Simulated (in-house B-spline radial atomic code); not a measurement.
## LC-wPBE excitations of Ti4+

Method: LC-wPBE. Computed with a B-spline radial code for spherical atoms: linear response of the closed shell [Ne] 3s2 3p6 with the functional's adiabatic kernel; non-relativistic, point nucleus, no spin-orbit coupling, no double excitations, S, P, D and F terms only. Only terms of natural parity with L up to 3 were computed.

Command:
```bash
python run_td.py task.json out
```
Settings (radii: box in bohr, nucleus in fm):
```
Z                        22
electrons                18
configuration            [Ne] 3s2 3p6
hamiltonian              nr
method                   lc_wpbe
box_radius               19.1
intervals                53
```

Time taken, with all properties: 1 s on 1 thread of Arm Neoverse N1, with other jobs on the host.

The lowest states, in the order of their Tamm-Dancoff energies; the method's threshold (minus the highest occupied level) is 94.91 eV. Labels give the largest channel, * marks a mixed state, and oscillator strengths are full-response dipole values. Semilocal kernels can invert the small singlet-triplet splittings of Rydberg terms. Energies in eV:

```json
{"state": "3p → 3d 3P", "full response": "34.03", "Tamm-Dancoff": "34.15", "oscillator strength": "-"}
{"state": "3p → 3d 3F", "full response": "34.41", "Tamm-Dancoff": "34.57", "oscillator strength": "-"}
{"state": "3p → 3d 1F", "full response": "37.77", "Tamm-Dancoff": "37.78", "oscillator strength": "-"}
{"state": "3p → 3d 1P", "full response": "48.54", "Tamm-Dancoff": "50.57", "oscillator strength": "4.28"}
{"state": "3p → 4s 3P", "full response": "52.17", "Tamm-Dancoff": "52.18", "oscillator strength": "-"}
{"state": "3p → 4s 1P", "full response": "?", "Tamm-Dancoff": "?", "oscillator strength": "?"}
{"state": "3p → 4p 3S", "full response": "57.90", "Tamm-Dancoff": "57.93", "oscillator strength": "-"}
{"state": "3p → 4p 3D", "full response": "58.41", "Tamm-Dancoff": "58.42", "oscillator strength": "-"}
{"state": "3p → 4p 1D", "full response": "?", "Tamm-Dancoff": "?", "oscillator strength": "-"}
{"state": "3s → 3d 3D", "full response": "59.56", "Tamm-Dancoff": "59.61", "oscillator strength": "-"}
```

(1) Where does 3p → 4s 1P lie?

(2) Where does 3p → 4p 1D lie?

(3) How large is the singlet-triplet splitting of 3p → 3d (F terms) in Tamm-Dancoff?

(4) What polarisabilities and dispersion coefficient does the method give?

Results:

(1) At 52.90 eV in full response, 53.08 eV in Tamm-Dancoff, oscillator strength 0.104.

(2) At 58.81 eV in full response, 58.82 eV in Tamm-Dancoff.

(3) 3.21 eV, from the unrounded values.

(4) Dipole 1.495 bohr³, quadrupole 1.987 bohr⁵, C6 3.251 hartree·bohr⁶ for two such species.
